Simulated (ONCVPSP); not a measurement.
# Reading a pseudo-wave (Eu)

Columns: radius, all-electron u(r) and pseudo u(r) of the 5s shell (level -48.22 eV) of europium in the configuration [Kr] 4d10 4f6 5s2 5p6 5d1 6s2; PBE, scalar-relativistic, ONCV scheme, ONCVPSP 4.0.1.

| r (bohr) | all-electron | pseudo |
| --- | --- | --- |
| 0.188 | 0.3702 | 0.1829 |
| 0.375 | -0.4344 | 0.3660 |
| 0.562 | -0.3621 | 0.5451 |
| 0.750 | 0.2883 | 0.7069 |
| 0.938 | 0.7852 | 0.8299 |
| 1.125 | 0.9962 | 0.8949 |
| 1.312 | 1.0027 | 0.8937 |
| 1.500 | 0.8988 | 0.8313 |
| 1.688 | 0.7524 | 0.7246 |
| 1.875 | 0.6036 | 0.5972 |
| 2.062 | 0.4702 | 0.4699 |
| 2.250 | 0.3583 | 0.3582 |
| 2.438 | 0.2689 | 0.2689 |
| 2.625 | 0.1999 | 0.1999 |
| 2.812 | 0.1474 | 0.1474 |
| 3.000 | 0.1079 | 0.1079 |
| 3.188 | 0.0786 | 0.0785 |
| 3.375 | 0.0571 | 0.0571 |
| 3.562 | 0.0414 | 0.0413 |
| 3.750 | 0.0298 | 0.0298 |
| 3.938 | 0.0215 | 0.0214 |
| 4.125 | 0.0154 | 0.0154 |
| 4.312 | 0.0111 | 0.0111 |
| 4.500 | 0.0079 | 0.0079 |
| 4.688 | 0.0057 | 0.0056 |
| 4.875 | 0.0040 | 0.0040 |

How many radial nodes do the two functions have?

The all-electron 5s function has n − l − 1 = 4 (the table is too coarse to show those close to the nucleus); the pseudo-wave has 0, since the states of the same l below it are removed with the core.

At about which radius was the pseudo-wave matched?

2.15 bohr, where the columns begin to agree (steps of 0.19 bohr).

Where does each function peak?

Outermost all-electron maximum near 1.31 bohr, pseudo maximum near 1.12 bohr (to the table’s step).

Is the pseudo-wave norm-conserving?

Yes: the ONCV scheme keeps the norm inside the radius equal to the all-electron one, which fixes the energy derivative of the logarithmic derivative at the level.
